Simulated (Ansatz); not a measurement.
System: sum formula SnCl$_{2}$F$_{2}$ (charge 0, singlet). 
Coordinates optimised at B3LYP-D3(BJ)/def2-TZVP (Ansatz, a first-principles code):
```xyz
5

F     -0.0993    -1.4702    -1.4059
Sn    -0.0148    -0.2112     0.0159
F     -0.0905    -1.2442     1.6099
Cl    -1.8461     1.1629    -0.0818
Cl     1.9900     0.8954    -0.0729
```
Charge 0, spin multiplicity 1.

Quantity: atomisation energy (electronic, to ground-state atoms), in kcal/mol. Cores are frozen in the correlated levels unless marked. UHF or UKS for open shells. Spin-orbit coupling is left out. The frozen core is the preceding noble-gas configuration, with the filled d and f shells of earlier blocks. Past Kr the def2 sets carry scalar-relativistic core potentials. STO-3G rows are all-electron and non-relativistic. The coupled-cluster limit lacks core correlation, which all-electron functionals hold. Basis-set limits of correlation are two-point, X^-3; Hartree-Fock from the larger set.

| level | program | atomisation energy (kcal/mol) |
|---|---|---|
| HF/STO-3G | Ansatz | 273.4 |
| HF/def2-TZVPPD | Ansatz | 241.2 |
| PBE-D3(BJ)/def2-TZVPD | Ansatz + dftd3 | 373.6 |
| BLYP/def2-TZVPD | Ansatz | 352.1 |
| revPBE-D4/def2-TZVPD | Ansatz + dftd4 | 358.4 |
| B3LYP-D3(BJ)/def2-TZVPD | Ansatz + dftd3 | 353.3 |
| BHLYP-D3(BJ)/def2-TZVPD | Ansatz + dftd3 | 334.7 |
| r2SCANh-D4/def2-TZVPD | Ansatz + dftd4 | 359.8 |
| LC-wPBE-D4/def2-TZVPD | Ansatz + dftd4 | 364.5 |
| wB97X-V/def2-TZVPD | Ansatz | 366.8 |
| B2GP-PLYP/def2-TZVPD | Ansatz | 358.8 |
| RPA@PBE/def2-TZVPP | Ansatz | 317.6 |
| RI-MP2/def2-QZVPP | Ansatz | 393.4 |
| RI-MP2/CBS(def2-TZVPPD,def2-QZVPPD) | Ansatz | 399.3 |
| SCS-MP2/def2-TZVPPD | Ansatz | 368.5 |
| SCS-MP2/def2-QZVPPD | Ansatz | 379.2 |
| CCSD/def2-QZVPPD | Ansatz | 357.3 |
| CCSD(T)/STO-3G | Ansatz | 320.9 |
| CCSD(T)/def2-SVPD | Ansatz | 336.7 |
| CCSD(T)/def2-QZVPP | Ansatz | 368.7 |
| CCSD(T)/CBS(def2-TZVPPD,def2-QZVPPD) | Ansatz | 375.0 |
